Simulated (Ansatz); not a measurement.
Computed with Ansatz on PBE0-D4/def2-TZVP structures; ΔE is electronic, products minus reactants. CBS: MP2 limit from def2 TZ/QZ plus the TZ coupled-cluster correction, frozen cores. This one scheme is used for every species. DFT in def2-TZVPP. B3LYP here is the variant with VWN-RPA as its local correlation; programs differ in this. For Br outer-core shells are correlated without core-valence functions, which leaves a few kJ/mol of doubt a bond. Scalar relativity is left out up to krypton. One conformer a species, not always the lowest.

`NC[SiH](F)Br` + CH₄ → `C[SiH](F)CN` + HBr  (formal exchange of groups at the Si–Br bond)

```csv
level,ΔE (kJ/mol),difference from CCSD(T)/CBS
PBE-D4,103.8,1.5
r2SCAN-D4,106.1,3.8
PBE0-D4,103.0,0.7
B3LYP-D4,103.2,0.9
ωB97X-V,99.5,-2.8
ωB97M-V,100.4,-1.9
B2PLYP,101.9,-0.4
PBE,102.7,0.4
r2SCAN,106.2,3.9
PBE0,102.0,-0.3
B3LYP,100.9,-1.4
HF/def2-TZVPP,103.2,0.9
MP2/def2-TZVPP,103.1,0.8
SCS-MP2/def2-TZVPP,100.8,-1.5
CCSD/def2-TZVPP,96.0,-6.3
CCSD(T)/def2-TZVPP,97.0,-5.3
HF/def2-QZVPP,102.6,0.3
MP2/def2-QZVPP,105.9,3.6
SCS-MP2/def2-QZVPP,103.2,0.9
HF/CBS(def2),102.5,0.2
MP2/CBS(def2),108.4,6.1
CCSD/CBS(def2),101.3,-1.0
CCSD(T)/CBS,102.3,0
```

Largest T1 diagnostic among the species: 0.010.

CCSD(T)/CBS has its own doubt, a few kJ/mol and more with outer-core shells, so smaller differences from it don't rank the levels.
